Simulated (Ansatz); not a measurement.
A set of 12 reactions (ligand exchange), with CCSD(T)/CBS values in kJ/mol:

```tsv
reaction	ΔE
`[SiH3]C#CS[SiH3]` + `CN(C)N` → `CN(C)N[SiH3]` + `[SiH3]C#CS`	30.6
`CC[Si](N)(O)F` + HCl → `N[Si](O)(F)Cl` + `CC`	-104.7
`O[SiH2][SiH2]O[SiH3]` + `[F][AlH][SH]` → `[F][AlH][S][SiH3]` + `O[SiH2][SiH2]O`	41.7
`[CH3][GeH2][GeH3]` + `C[SiH2]N` → `C[SiH2][NH][GeH3]` + `[CH3][GeH3]`	21.1
`O=C[SiH2][SiH2][AlH2]` + `N[Si]1(Cl)CO1` → `[AlH2][NH][Si]1(Cl)CO1` + `O=C[SiH2][SiH3]`	-92.8
`O[BH][AlH][F]` + `N=C=O` → `O=C=[N][AlH][F]` + `BO`	-186.7
`O[BH][GaH][GeH3]` + `CBS` → `CB[S][GeH3]` + `O[BH][GaH2]`	3.4
`O[SiH](O)N[SiH](Cl)Cl` + NH₃ → `N[SiH](O)O` + `N[SiH](Cl)Cl`	11.8
`[SiH3][SiH2]OBCl` + `BN[SiH2]F` → `BN([SiH3])[SiH2]F` + `[SiH3]OBCl`	-47.8
`S[SiH](S)Cl` + `C=N` → `C=N[SiH](S)S` + HCl	54.2
`CN(C)[Si]N(C)C` + HBr → `CN(C)[Si]Br` + `CNC`	-59.6
`C[B](F)[SnH3]` + HCl → `[Cl][SnH3]` + `CBF`	-103.7
```

Program: Ansatz. Geometries: PBE0-D4/def2-TZVP. ΔE: electronic, gas phase. CBS: MP2 limit from def2 TZ/QZ plus the TZ coupled-cluster correction, frozen cores. This one scheme is used for every species. Functionals use def2-TZVPP. B3LYP here is the variant with VWN-RPA as its local correlation; programs differ in this. Elements past krypton have def2 core potentials. For Br, Ga, Ge, Sn outer-core shells are correlated without core-valence functions, which leaves a few kJ/mol of doubt a bond. Scalar relativity is left out up to krypton. Each species was taken in one conformer, which may not be the lowest.

Problem. Give the mean, mean absolute and largest difference (level minus CCSD(T)/CBS, kJ/mol) for: PBE-D4, PBE0-D4, B3LYP-D4, ωB97M-V, r2SCAN, PBE0, B3LYP, MP2/def2-TZVPP, SCS-MP2/def2-TZVPP, CCSD/def2-TZVPP, CCSD(T)/def2-TZVPP, HF/def2-QZVPP, SCS-MP2/def2-QZVPP, HF/CBS(def2). (Best estimate.)

Solution. Computed: 
| level | mean | mean absolute | largest |
| --- | --- | --- | --- |
| PBE-D4 | 6.8 | 9.8 | 24.4 |
| PBE0-D4 | 4.1 | 6.4 | 17.7 |
| B3LYP-D4 | 0.5 | 2.5 | 6.7 |
| ωB97M-V | -1.2 | 1.6 | -4.4 |
| r2SCAN | 0.6 | 4.0 | 11.2 |
| PBE0 | 3.3 | 8.6 | 20.5 |
| B3LYP | -0.6 | 5.6 | 11.5 |
| MP2/def2-TZVPP | -3.0 | 4.5 | -12.1 |
| SCS-MP2/def2-TZVPP | -3.9 | 5.6 | -10.9 |
| CCSD/def2-TZVPP | -0.2 | 2.6 | 6.8 |
| CCSD(T)/def2-TZVPP | 0.7 | 2.6 | 6.6 |
| HF/def2-QZVPP | -10.3 | 14.1 | -33.1 |
| SCS-MP2/def2-QZVPP | -4.5 | 5.5 | -10.4 |
| HF/CBS(def2) | -10.3 | 14.2 | -33.4 |

The largest T1 diagnostic in the set is 0.018, for `N=C=O` (customary mark 0.02).

CCSD(T)/CBS is a level of theory with its own doubt, and the functionals carry their triple-zeta basis error, so these figures describe this set and don't rank the functionals.
